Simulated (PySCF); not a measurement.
GeH, SMILES [GeH] (connectivity only; charge and spin as stated), charge +1, multiplicity 1.

The structure is a stationary point at PBE-D3(BJ)/def2-TZVPD. The spin state was assumed, not searched.

Level of theory: PBE-D3(BJ)/def2-TZVPD in PySCF.

Frequencies are harmonic and unscaled.

```tsv
mode	ν (cm⁻¹)	IR (km/mol)	moving atoms (share of kinetic energy)
1	1935	102.7	H 99 %
```
